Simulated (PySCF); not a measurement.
Q: Write a Z-matrix for InChI=1S/FGe2H7Si/c1-3(2)4/h3H,2,4H3/t3-/m1/s1 as optimised with PBE0-D3(BJ)/def2-SVP.

A: 
Z-matrix in Å and degrees, rows numbered from 1:
```
F 
Ge  1  1.7587
Si  2  2.3883  1  107.21
Ge  2  2.4266  1  106.62  3   121.65
H   2  1.5447  1  105.04  3  -119.51
H   3  1.4928  2  111.39  1   -61.02
H   3  1.4961  2  107.53  1   179.13
H   3  1.4930  2  109.57  1    60.72
H   4  1.5379  2  110.98  1    59.84
H   4  1.5406  2  108.72  1   179.96
H   4  1.5380  2  109.52  1   -61.12
```

Ge2 (germanium bonded to F, Ge, Si and H) is distorted tetrahedral (angles from 105.0° to 113.3°). Si3 (SiH3 silicon) is tetrahedral (angles from 107.5° to 111.4°). Ge4 (germanium bonded to Ge and 3 H) is tetrahedral (angles from 108.7° to 111.0°).

Computed, not measured: PBE0-D3(BJ)/def2-SVP geometry optimisation, gas phase in PySCF 2.14.0.

Point group: C1 (no symmetry element, even within 0.4 Å). Whether it is a minimum is left open (no frequencies).
